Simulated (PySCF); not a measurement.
# [CeI4]− at several levels of theory

Computed with PySCF 2.14.0 (density fitting, no spin-orbit coupling) at the geometry relaxed with PBE0:

```xyz
5
[CeI4]− (singlet in the valence; each metal's 4f electrons, 1 of them, lie in its core potential, out of spins and levels)
Ce    0.0000    0.0000    0.0000
I     1.7477    1.7477    1.7477
I    -1.7477   -1.7477    1.7477
I     1.7477   -1.7477   -1.7477
I    -1.7477    1.7477   -1.7477
```

```csv
level,basis,state,HOMO (eV),gap (eV),charge on Ce1 (e),population of f-type functions on Ce1 (polarisation alone where 4f lies in the core),dipole about the centre of mass (D),largest force component (eV/Å)
PBE0,"Ce lcecp-1-SVP with ECP47, I def2-SVP with ECP28",singlet,-3.99,5.84,0.91,0.03,0.00,0.00
CAM-B3LYP,the same,singlet,-5.12,8.05,0.88,0.04,0.00,0.05
PBE0,"Ce lcecp-1-TZVP with ECP47, I def2-TZVP with ECP28",singlet,-4.07,5.85,1.35,0.05,0.00,0.01
```

In the lcecp rows the 4f levels are missing from HOMO and gap, and the state counts the valence alone.

Charges are Mulliken's, which hang on the basis. The relaxation used the grid (50, 194), these runs (75, 302) or, all-electron (x2c bases, spin-free X2C Hamiltonian), (99, 590).

(1) What does TPSSh with Ce lcecp-1-SVP with ECP47, I def2-SVP with ECP28 give here?

An lcecp potential fixes the number of 4f electrons, so in runs with it no electron can move into or out of that shell.

Results:

(1) state singlet, HOMO (eV) -3.43, gap (eV) 4.95, charge on Ce1 (e) 0.96, population of f-type functions on Ce1 (polarisation alone where 4f lies in the core) 0.03, dipole about the centre of mass (D) 0.00, largest force component (eV/Å) 0.06. Time: 21 s on 4 threads of Intel(R) Xeon(R) Processor @ 2.70GHz, with other jobs on the host, from an already converged density.
